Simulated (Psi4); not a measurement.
Cl3Y, charge -1, doublet, geometry from GFN2-xTB (such geometries of metal compounds can be far from the true shape) (the multiplicity is a formal guess) (core potentials on Y) (a gas-phase anion, which may not be bound at this level), with bond 4-1 at 1.6 times its length. Base run: BLYP/def2-SVP in Psi4.

Geometry (Å):
```xyz
4

Y      0.1699     0.4525     0.2858
Cl     1.9485    -0.7308    -0.8446
Cl    -0.9018    -1.2338     1.6458
Cl    -2.4001     1.2109    -2.5025
```
Charge -1, spin multiplicity 2.
Orbitals are unrestricted.
All else is at Psi4's defaults (density fitting).
Base energy -1418.67322 Eh.

Variants of this job, named by their change:

```json
[
 {"change": "base", "ΔE vs base (mEh)": "0.000", "SCF cycles": "11", "grid points": "87187", "basis functions": "85"},
 {"change": "guess = core", "ΔE vs base (mEh)": "0.000", "SCF cycles": "15", "grid points": "87187", "basis functions": "85"},
 {"change": "puream = false", "ΔE vs base (mEh)": "-22.036", "SCF cycles": "11", "grid points": "87187", "basis functions": "93"},
 {"change": "guess = sap", "ΔE vs base (mEh)": "0.000", "SCF cycles": "17", "grid points": "87187", "basis functions": "85"},
 {"change": "soscf = true", "ΔE vs base (mEh)": "0.000", "SCF cycles": "7", "grid points": "87187", "basis functions": "85"},
 {"change": "scf_type = out_of_core", "ΔE vs base (mEh)": "0.041", "SCF cycles": "11", "grid points": "87187", "basis functions": "85"},
 {"change": "dft_radial_points = 150", "ΔE vs base (mEh)": "0.007", "SCF cycles": "11", "grid points": "173562", "basis functions": "85"},
 {"change": "scf_type = direct", "ΔE vs base (mEh)": "0.041", "SCF cycles": "13", "grid points": "87187", "basis functions": "85"},
 {"change": "guess = sadno", "ΔE vs base (mEh)": "0.000", "SCF cycles": "12", "grid points": "87187", "basis functions": "85"},
 {"change": "dft_spherical_points = 194", "ΔE vs base (mEh)": "0.103", "SCF cycles": "11", "grid points": "56386", "basis functions": "85"},
 {"change": "level_shift = 0.3", "ΔE vs base (mEh)": "0.000", "SCF cycles": "14", "grid points": "87187", "basis functions": "85"},
 {"change": "guess = gwh", "ΔE vs base (mEh)": "0.000", "SCF cycles": "16", "grid points": "87187", "basis functions": "85"},
 {"change": "dft_radial_scheme = mura", "ΔE vs base (mEh)": "0.010", "SCF cycles": "11", "grid points": "88716", "basis functions": "85"}
]
```

Open shells are given as the SCF converged; they aren't shown to be the lowest states, and a large step between rows can be another state.

A gas-phase anion may not be bound at this level; its values then depend on the basis.
